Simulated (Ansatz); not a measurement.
`NB(F)Br` + H₂O → `OB(F)Br` + NH₃ at 298.15 K and 1 bar (formal hydrolysis of a B–N bond).

Calculated with Ansatz (gas phase, PBE0-D4/def2-TZVP geometries, no zero-point term in ΔE). CBS: MP2 limit from def2 TZ/QZ plus the TZ coupled-cluster correction, frozen cores. This one scheme is used for every species. For Br outer-core shells are correlated without core-valence functions, which leaves a few kJ/mol of doubt a bond. Scalar relativity is left out up to krypton. Each species was taken in one conformer, which may not be the lowest.

```json
{"species": "`NB(F)Br`", "CCSD(T)/CBS energy (Eh)": "-2753.96125", "H − E (kJ/mol)": "106.2", "S (J/(mol·K))": "300.5"}
{"species": "H₂O", "CCSD(T)/CBS energy (Eh)": "-76.37941", "H − E (kJ/mol)": "66.4", "S (J/(mol·K))": "188.7"}
{"species": "`OB(F)Br`", "CCSD(T)/CBS energy (Eh)": "-2773.83630", "H − E (kJ/mol)": "73.3", "S (J/(mol·K))": "295.9"}
{"species": "NH₃", "CCSD(T)/CBS energy (Eh)": "-56.50880", "H − E (kJ/mol)": "100.5", "S (J/(mol·K))": "192.4"}
```

H − E and S are ideal-gas, rigid-rotor, harmonic terms from PBE0-D4/def2-TZVP, for one conformer and one mirror image of each species. 1 Eh = 2625.50 kJ/mol, R = 8.31446 J/(mol·K).

Question: By hand: ΔE, ΔH, ΔS and ΔG.

Answer: ΔE = (-2773.83630) + (-56.50880) − (-2753.96125) − (-76.37941) = -0.00444 Eh = -11.7 kJ/mol. Δ(H − E) = 73.3 + 100.5 − 106.2 − 66.4 = 1.2, so ΔH = -10.5 kJ/mol. ΔS = 295.9 + 192.4 − 300.5 − 188.7 = -0.9 J/(mol·K). ΔG = -10.5 − 298.15 × (-0.9)/1000 = -10.2 kJ/mol.

Question: By hand: the equilibrium constant, and the temperature at which ΔG would vanish if ΔH and ΔS stayed fixed.

Answer: log₁₀ K = −ΔG/(RT ln 10) = 1.8. ΔG = 0 at ΔH/ΔS = 11667 K, far beyond where these terms or the molecules hold.

The number of gas molecules stays the same, so ΔS is small and ΔH decides. A doubt of 5 kJ/mol in ΔE shifts log₁₀ K by 0.9 here. Other conformers and mirror images would add mixing entropy, several J/(mol·K) or more a flexible species. These are equilibria of isolated gas molecules and say nothing of rates. Largest T1 diagnostic: 0.010 (customary marks: 0.02 for closed shells, 0.045 for open ones).
